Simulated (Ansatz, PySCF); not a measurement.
Reaction (SMILES): [H]/[C-]=[O+]/[H] (CH2O) → [C-]=[OH+] (CHO) + H atom (the C-H bond at the site shown breaks; other sites are not compared here)
Geometries: B3LYP-D3(BJ)/def2-TZVP minima from Ansatz (an electronic-structure program). Unstable Hartree-Fock reference: [H]/[C-]=[O+]/[H] (CH2O).

Wanted: bond dissociation energy (enthalpy at 298 K, with B3LYP-D3(BJ) rigid-rotor harmonic-oscillator terms from PySCF), in eV. Correlated levels leave the core frozen unless marked. Open shells are spin-unrestricted. No spin-orbit coupling. No relativistic terms. CBS marks a two-point X^-3 extrapolation of the correlation energy; Hartree-Fock from the larger set. [CCSD(T)-MP2]/basis is that difference in the basis named.

```
level                                                              program  bond dissociation energy (eV)  minus last row
-----------------------------------------------------------  -------------  -----------------------------  --------------
TPSS-D4/def2-TZVPD                                           PySCF + dftd4                           3.29           -0.10
PBE0/def2-TZVPD                                                     Ansatz                           3.19           -0.20
MP2/6-31G*                                                          Ansatz                           2.87           -0.52
MP2/def2-QZVPPD                                                     Ansatz                           3.32           -0.07
RI-MP2/def2-QZVPPD                                                  Ansatz                           3.32           -0.07
CCSD/def2-TZVPPD                                                    Ansatz                           3.30           -0.09
CCSD/CBS(aug-cc-pVTZ,aug-cc-pVQZ)                                   Ansatz                           3.36           -0.03
CCSD(T)/def2-QZVPP                                                  Ansatz                           3.36           -0.03
RI-MP2/CBS(def2-TZVPPD,def2-QZVPPD)+[CCSD(T)-MP2]/def2-SVPD         Ansatz                           3.43            0.04
CCSD(T)/CBS(aug-cc-pVTZ,aug-cc-pVQZ)                                Ansatz                           3.39            0.00
```
